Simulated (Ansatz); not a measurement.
Cost and result for the atomization energy of C6H11Cl (`ClC1CCCCC1`) (18 atoms, 18 bonds).

```xyz
18

Cl   -0.5915    1.7282   -1.8416
C     0.2365    0.1742   -1.4296
C     1.3389    0.4293   -0.4178
C     0.7968    0.7858    0.9584
C    -0.1886   -0.2643    1.4536
C    -1.3186   -0.4749    0.4547
C    -0.7793   -0.8331   -0.9222
H     0.6596   -0.1566   -2.3784
H     1.9257   -0.4962   -0.3499
H     2.0111    1.2056   -0.7902
H     0.2986    1.7593    0.9063
H     1.6268    0.8946    1.6620
H    -0.5938    0.0268    2.4268
H     0.3406   -1.2137    1.6075
H    -1.9153    0.4399    0.3792
H    -1.9934   -1.2630    0.8000
H    -0.2652   -1.8020   -0.8715
H    -1.5890   -0.9400   -1.6474
```

The species carries charge 0 and has multiplicity 1. Geometry: relaxed with PBE0-D4/def2-TZVP. Program: Ansatz. All runs use 2 threads of an AMD EPYC 7R13 on a shared host and a share of an NVIDIA H100 80 GB. Times are those of one run each, without the atoms' runs, and a repeat can differ threefold. Electronic energies, without spin–orbit coupling; frozen cores. CCSD(T)/CBS adds CCSD(T) − MP2 in def2-TZVPP to the MP2 limit, and its time is that of the two runs behind it. T1 = 0.009. B3LYP takes the VWN-RPA correlation (the form of Gaussian; ORCA's B3LYP/G).

CCSD(T)/CBS is a level of theory with its own doubt, some kJ/mol a heavy atom from the limit and from the frozen cores, so smaller differences don't rank the functionals.

```csv
level,functions,wall time,atomization (kcal/mol),difference from CCSD(T)/CBS,per bond
CAM-B3LYP-D4/def2-TZVPP,382,5.5 s,1752.8,6.3,0.3
CCSD(T)/def2-SVP,157,5.5 s,1684.0,-62.5,-3.5
PBE0-D4/def2-TZVPP,382,6 s,1766.6,20.1,1.1
r2SCANh-D4/def2-TZVPP,382,6 s,1747.0,0.5,0.0
BHLYP-D4/def2-TZVPP,382,6 s,1706.8,-39.7,-2.2
LDA (SPW92)/def2-TZVPP,382,6.5 s,1994.0,247.5,13.8
PBE-D4/def2-TZVPP (with forces),382,6.5 s,1785.6,39.1,2.2
B3LYP-D4/def2-TZVPP (with forces),382,7 s,1744.6,-1.9,-0.1
PBE-QIDH/def2-TZVPP,382,7 s,1753.3,6.8,0.4
ωB97X-V/def2-TZVPP,382,7.5 s,1751.5,5.0,0.3
MP2/def2-QZVPP,742,9.5 s,1756.2,9.7,0.5
CCSD(T)/def2-TZVPP,382,28 s,1709.3,-37.2,-2.1
CCSD(T)/CBS(def2),–,37 s,1746.5,0.0,0.0
```

The D4 term adds +17.9 kcal/mol with B3LYP and +9.5 kcal/mol with PBE0; it sums over pairs of atoms, weighted by their polarisabilities, and B3LYP, whose exchange is more repulsive, gets the larger term. From BLYP to BHLYP (50 % exact exchange), in def2-TZVPP and without D4, the atomization energy moves by −14.9 kcal/mol: exact exchange takes away binding that semilocal exchange gives to molecules. In def2-TZVPP, CCSD(T) changes the Hartree–Fock value by +394.4 kcal/mol (the triples alone add +23.3 kcal/mol) and MP2 by +419.6 kcal/mol; breaking electron pairs costs correlation energy, which Hartree–Fock lacks.
